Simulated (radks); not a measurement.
The numbers below are computed, except where a source is named.
Species: Be2+. Configuration: 1s1.75 2s0.25 (fractional occupations, a model configuration). Code: a radial shooting solver on a logarithmic mesh with Libxc functionals. Model: Dirac Kohn-Sham, RPBE, spin-unpolarised, spherical densities, point nucleus. Some entries of the table are withheld. Estimate them.

orbital,occ.,eigenvalue (hartree),r(max) (bohr)
1s1/2,1.75,(1),(2)
2s1/2,0.25,-0.88873,(3)
2p1/2,0,(4),(5)
2p3/2,0,(6),(7)

Answer. 
(1) 1s1/2 eigenvalue (hartree): -5.19732
(2) 1s1/2 r(max) (bohr): 0.2615
(3) 2s1/2 r(max) (bohr): 1.647
(4) 2p1/2 eigenvalue (hartree): -0.75403
(5) 2p1/2 r(max) (bohr): 1.452
(6) 2p3/2 eigenvalue (hartree): -0.75391
(7) 2p3/2 r(max) (bohr): 1.452
